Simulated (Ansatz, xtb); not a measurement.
Two isomers of C5H4FNO2

We compare X, `Nc1ccc(F)c(=O)o1`, a singlet, with Y, `CC(=O)c1ocnc1F`, a singlet. Both are isolated molecules in the gas phase, relaxed with B3LYP-D3(BJ)/def2-SVP; the shapes shown needn't be the lowest conformers.

X (Å):

```csv
atom,x (Å),y (Å),z (Å)
C,-0.6618,0.0611,-0.6949
C,0.0092,-0.5712,-1.7156
C,-0.7699,-1.2407,-2.6968
C,-2.1312,-1.2569,-2.6246
C,-2.8569,-0.6045,-1.5576
F,-2.8787,-1.8843,-3.5402
N,-0.1057,0.7894,0.3110
O,-4.0384,-0.5429,-1.3680
O,-1.9997,0.0368,-0.6235
H,-0.6963,1.0241,1.0994
H,0.8878,0.7100,0.4782
H,1.0963,-0.5482,-1.7674
H,-0.2864,-1.7574,-3.5292
```

Y (Å):

| atom | x (Å) | y (Å) | z (Å) |
| --- | --- | --- | --- |
| C | 0.5060 | 0.5989 | -0.4895 |
| C | -0.0627 | -0.7817 | -0.7348 |
| C | -1.3175 | -0.8508 | -1.4972 |
| C | -3.0337 | -0.1217 | -2.6008 |
| C | -2.1265 | -1.8838 | -1.9165 |
| F | -1.9613 | -3.1655 | -1.7209 |
| N | -3.1980 | -1.4120 | -2.6069 |
| O | 0.4640 | -1.8017 | -0.3371 |
| O | -1.9327 | 0.2951 | -1.9577 |
| H | 0.7091 | 1.1075 | -1.4457 |
| H | -0.2182 | 1.2238 | 0.0573 |
| H | 1.4329 | 0.5036 | 0.0893 |
| H | -3.6723 | 0.6389 | -3.0473 |

Problem. Which of the two would you expect CCSD(T)/def2-SVP + ΔMP2/def2-TZVPP electronic energies to favour?

Solution. Structure X; the calculation gives E(Y) − E(X) = +24.1 kJ/mol.

How the difference moves with the method:

| level | geometry | E(Y) − E(X) (kJ/mol) | departure from the last row (kJ/mol) | job, with rough time for the two |
| --- | --- | --- | --- | --- |
| GFN2-xTB | GFN2-xTB | +7.6 | −16.5 | optimisation, 0.12 s |
| HF/STO-3G | GFN2-xTB | −72.5 | −96.6 | single point, 0.4 s |
| r2SCAN-D4/def2-SVP | GFN2-xTB | +48.3 | +24.2 | single point, 3.9 s |
| B3LYP-D3(BJ)/def2-SVP | B3LYP-D3(BJ)/def2-SVP | +44.9 | +20.8 | optimisation, 31 s |
| HF/def2-SVP | B3LYP-D3(BJ)/def2-SVP | +30.8 | +6.8 | part of the CCSD(T) run |
| MP2/def2-SVP | B3LYP-D3(BJ)/def2-SVP | +11.6 | −12.4 | part of the CCSD(T) run |
| CCSD(T)/def2-SVP | B3LYP-D3(BJ)/def2-SVP | +9.9 | −14.2 | single point |
| CCSD(T)/def2-SVP + ΔMP2/def2-TZVPP | B3LYP-D3(BJ)/def2-SVP | +24.1 |  | single point, 2 min |

As drawn, Y has 2 C∷O, 2 C∷N, 1 C∷C, 2 C–H in place of 1 C–N, 2 C=C, 2 C–O, 2 N–H (∷ is an aromatic bond). Structure X has a 6-membered ring, Y a 5-membered ring (with an aromatic ring).

HF/STO-3G puts the two in the other order. The largest departure from CCSD(T)/def2-SVP + ΔMP2/def2-TZVPP is that of HF/STO-3G, 96.6 kJ/mol. The last row adds to CCSD(T) the change of the MP2 difference between the two basis sets, here +14.2 kJ/mol, a large step that makes the value less sure.

With thermal terms from frequencies at re-optimised GFN2-xTB minima (ideal gas, soft modes damped towards free rotors, one conformer each, 298.15 K, 1 atm): on the last row, ΔE + ΔZPE = +25.4, ΔH = +25.9, ΔG = +22.2 kJ/mol.

The correlated steps freeze 9 core orbitals. Codes used: Ansatz 0.2.0, xtb 6.7.1; the last row on 4 threads of Arm Neoverse V2 on a shared host.
